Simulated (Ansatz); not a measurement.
Consider the formal exchange of groups at a Ga–Sb bond: `[CH3][Sb]([OH])[GaH2]` + `C1=NC1` → `[GaH2][C]1=NC1` + `[CH3][SbH][OH]`.

Calculated with Ansatz (gas phase, PBE0-D4/def2-TZVP geometries, no zero-point term in ΔE). CCSD(T)/CBS adds triple-zeta CCSD(T) − MP2 to the extrapolated MP2 energy (def2 sets, frozen cores). Functionals use def2-TZVPP. def2 core potentials past Kr. For Ga, Sb outer-core shells are correlated without core-valence functions, which leaves a few kJ/mol of doubt a bond. Scalar relativity is left out up to krypton. One conformer a species, not always the lowest.

`[CH3][Sb]([OH])[GaH2]`:

Z-matrix (Å, degrees):
```
C
Sb 1 2.175
H 1 1.092 2 109.7
H 1 1.090 2 111.9 3 -121.8
H 1 1.090 2 107.4 3 118.4
O 2 1.983 1 97.2 3 168.4
Ga 2 2.641 1 91.1 3 71.3
H 6 0.961 2 112.4 1 -67.2
H 7 1.581 2 118.3 1 97.8
H 7 1.575 2 122.9 1 -80.7
```

`C1=NC1`:

```xyz
6

C    -0.216    0.780   -0.150
N     0.875    0.431   -0.640
C     0.080   -0.597    0.162
H    -0.847    1.657   -0.101
H     0.484   -0.869    1.133
H    -0.377   -1.402   -0.405
```

`[GaH2][C]1=NC1`:

Z-matrix (Å, degrees):
```
C
C 1 1.475
N 1 1.494 2 50.1
H 1 1.086 2 120.0 3 101.6
H 1 1.086 2 120.0 3 -101.6
Ga 2 1.950 1 147.8 3 -180.0
H 6 1.560 2 117.7 1 -87.7
H 6 1.560 2 117.7 1 87.8
```

`[CH3][SbH][OH]`:

Z-matrix (Å, degrees):
```
C
Sb 1 2.142
H 1 1.090 2 109.7
H 1 1.091 2 110.0 3 120.4
H 1 1.090 2 108.1 3 -119.7
O 2 1.977 1 93.0 3 83.6
H 2 1.720 1 92.6 3 178.5
H 6 0.960 2 110.4 1 -143.6
```

| level | ΔE (kJ/mol) | difference from CCSD(T)/CBS |
| --- | --- | --- |
| BLYP-D4 | 35.1 | 6.1 |
| r2SCAN-D4 | 28.7 | -0.3 |
| BHLYP-D4 | 33.8 | 4.8 |
| CAM-B3LYP-D4 | 27.3 | -1.7 |
| ωB97X-V | 25.2 | -3.8 |
| ωB97M-V | 28.5 | -0.5 |
| B2PLYP | 28.2 | -0.8 |
| PBE-QIDH | 28.2 | -0.8 |
| revPBE | 32.8 | 3.8 |
| BLYP | 31.7 | 2.7 |
| r2SCANh | 28.9 | -0.1 |
| BHLYP | 28.1 | -0.9 |
| LC-ωPBE | 22.8 | -6.2 |
| CCSD/def2-SVP | 25.7 | -3.3 |
| SCS-MP2/def2-TZVPP | 21.9 | -7.1 |
| HF/CBS(def2) | 20.8 | -8.2 |
| CCSD(T)/CBS | 29.0 | 0 |

What do rigid-rotor, harmonic-oscillator terms from PBE0-D4/def2-TZVP frequencies (298.15 K, 1 bar) make of the CCSD(T)/CBS value? (Estimate.)

Ansatz gave: ΔZPE = -6.7 kJ/mol, ΔH = +20.9 kJ/mol, ΔS = -2 J/(mol·K), ΔG = +21.4 kJ/mol.

Largest T1 diagnostic among the species: 0.014.

At CCSD(T), def2-SVP lies −3.2 kJ/mol from the extrapolated value and def2-TZVPP −5.4 kJ/mol. Leaving LDA and LC-ωPBE aside and taking each functional with its dispersion term where it has one, the values, not all of them listed here, spread over 17.3 kJ/mol, from B97M-V to PBE-D4. From BLYP to BHLYP (50 % exact exchange), in def2-TZVPP and without D4, ΔE moves by −3.6 kJ/mol.
